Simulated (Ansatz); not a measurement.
Reactions of C$_{2}$H$_{6}$SSi (`S[SiH]1CC1`).

Program: Ansatz. Geometries: PBE0-D4/def2-TZVP. ΔE: electronic, gas phase. CCSD(T)/CBS adds triple-zeta CCSD(T) − MP2 to the extrapolated MP2 energy (def2 sets, frozen cores). This one scheme is used for every species, atoms too. Functionals use def2-TZVPP. No spin–orbit coupling; open shells (•) take unrestricted orbitals. Spin–orbit coupling would lower the free atoms: a little for C, S, Si. For Br outer-core shells are correlated without core-valence functions, so the limit isn't a true one: a few kJ/mol of doubt a bond, and 10 to 20 or more in all where bonds break to atoms. Scalar relativity is left out up to krypton. Each species was taken in one conformer, which may not be the lowest.

```
                                  reaction  ωB97M-V (kcal/mol)  CCSD(T)/CBS(def2) (kcal/mol)
     `S[SiH]1CC1` → 2 C• + 6 H• + S• + Si•               853.5                         848.5
   `S[SiH]1CC1` + PH₃ → `P[SiH]1CC1` + H₂S                 8.0                           7.3
                  `S[SiH]1CC1` → `CC[Si]S`                -0.4                           0.0
  `S[SiH]1CC1` + HCl → `Cl[SiH]1CC1` + H₂S                -8.7                          -8.1
  `S[SiH]1CC1` + HBr → `Br[SiH]1CC1` + H₂S                -8.2                          -8.4
             `S[SiH]1CC1` → `CC([SiH3])=S`                16.3                          13.8
   `S[SiH]1CC1` + H–F → `F[SiH]1CC1` + H₂S               -16.5                         -14.9
`S[SiH]1CC1` + CH₃SH → `CS[SiH]1CC1` + H₂S                 0.0                          -0.3
               `S[SiH]1CC1` → `C=CS[SiH3]`                 4.0                           2.0
    `S[SiH]1CC1` + H₂ → `C1C[SiH2]1` + H₂S                 8.8                           9.2
```

Largest T1 diagnostic: 0.016, for `CC([SiH3])=S`.
